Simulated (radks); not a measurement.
Q: Species: Re XXXVII. Configuration: [Kr] 4d3 (the NIST ground configuration). Method: Dirac Kohn-Sham, PBEsol, spin-unpolarised, spherical densities, finite nucleus; open shells fill j = l - 1/2 first; Fermi nuclear charge, rms radius 5.3698 fm; computed with a radial shooting solver on a logarithmic mesh with Libxc functionals.

Spin-orbit splittings of the eigenvalues, e(l+1/2) - e(l-1/2), with zeta = 2 splitting/(2l+1) and mean radii in bohr:

shell  occ.  splitting (eV)  zeta (eV)  <r> j=l-1/2  <r> j=l+1/2
2p        6            1439      959.3      0.06246      0.07052
3p        6           319.4      212.9       0.1852       0.1995
3d       10           69.71      27.88       0.1741       0.1784
4p        6           97.09      64.72       0.3990       0.4210
4d        3           20.66      8.263       0.4112       0.4175
4f        0           5.683      1.624       0.3876       0.3902
5p        0           40.36      26.91       0.7060       0.7352
5d        0               ?          ?       0.7421       0.7500

Estimate the 5d splitting.

A: 8.812 eV (zeta = 3.525 eV).
